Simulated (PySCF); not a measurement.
Spinor energies of Pd⁴⁴⁺ (palladium, charge +44)

Start: 1s2. Calculated with PySCF 2.14 in an uncontracted even-tempered set (15 s from 92 bohr⁻², ratio 2.4; 10 p from 120 bohr⁻², ratio 2.4; 3 d from 380 bohr⁻², ratio 2.6; 3 f from 560 bohr⁻², ratio 2.6): generalised Hartree-Fock with the X2C-1e Hamiltonian and a Gaussian nucleus; one run each with spin-orbit coupling (SO) switched off, then screened by Boettger's factors, then bare.

```tsv
spinor shell	electrons	ε, spin-free (eV)	ε, screened SO (eV)	ε, bare SO (eV)	weight of nominal j (screened SO)	rms radius, screened SO (bohr)
1s1/2	2	-28819.0	-28819.0	-28819.0	1.000	0.0362
```

```tsv
quantity	spin-free	screened SO	bare SO
E (hartree)	-2148.57844	-2148.57844	-2148.57844
M_J	0	0	0
⟨J²⟩	0.000	0.000	0.000
⟨L²⟩	0.000	0.000	0.000
⟨S²⟩	0.000	0.000	0.000
```

Breit and QED terms are absent; they matter most for the inner s and p1/2 levels.

Densities and radii are taken from the X2C orbitals without a picture-change correction, which distorts them close to the nucleus.

Without spin-orbit coupling the j labels of p, d and f shells carry no meaning; the spin-free column gives the mean over the occupied spinors of each nl shell.
